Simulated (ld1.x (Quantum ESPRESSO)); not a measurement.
## PBE ultrasoft dataset for Cl, scalar-relativistic all-electron reference.

* Element: chlorine
* Generator: ld1.x (Quantum ESPRESSO) 7.5
* Type: ultrasoft
* Functional: PBE
* Relativity: scalar-relativistic
* Frozen core: [Ne]
* Valence charge: 7
* Reference configuration: 3s2 3p4 (charge +1)
* Partial waves: 3s (bound): rcut 0.95, rcutus 1.15 bohr; 3s channel at -1.35 Ry: rcut 0.95, rcutus 1.15 bohr; 3p (bound): rcut 0.85, rcutus 1.10 bohr; 3p channel at 0.75 Ry: rcut 0.85, rcutus 1.10 bohr; 3d channel at 0.2 Ry: rcut 0.90, rcutus 1.10 bohr
* Local potential: all-electron potential smoothed inside 1.10 bohr (lloc = -1)
* Core correction: Bessel-smoothed model core, default radius (core density twice the valence density)
* Augmentation charge: PSQ, inside the norm-conserving radii

All-electron outer shells of the reference configuration (PBE, scalar-relativistic, ld1.x):

```
shell  level (eV)  outermost node (bohr)  outermost maximum (bohr)
   3s      -32.09                   0.55                      1.27
   3p      -19.43                   0.53                      1.39
```

Results:

```json
{"Cutoffs needed": "35 Ry and 70 Ry (the cutoffs (Ry, on a coarse ladder) from which the occupation-weighted sum of valence levels, in a spherical-Bessel basis at the reference potential, stays within 10 and 1 mRy of its value at 400 Ry)", "Ghost test": "no extra level below or beside the all-electron valence levels (s, p, d, f tested) (spherical-Bessel basis up to 400 Ry, 20 bohr box)", "Largest excitation error": "-21 meV (all-electron minus pseudo) for 3s2 3p1, out of 7 test configurations", "Lowest eigenvalue of the overlap operator": "0.53 (s channel)", "Density cutoff estimated by the generator": "467 Ry"}
```

Generation and tests took about 2.5 s on one core of a shared server CPU.
